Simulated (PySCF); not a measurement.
A calculated (wB97M-V, PySCF 2.14, def2-TZVPPD, no relativity, point nucleus) atom or ion has these occupied shells.

```tsv
shell	electrons	orbital energy (eV)	rms radius, mean of both spins (bohr)
1s	2	-1280.8	0.152
2s	2	-88.228	0.760
2p	6	-53.093	0.780
3s	2	-7.143	3.41
```

Name the element and its charge.

Mg (magnesium, neutral), in [Ne] 3s2, closed-shell 1S.
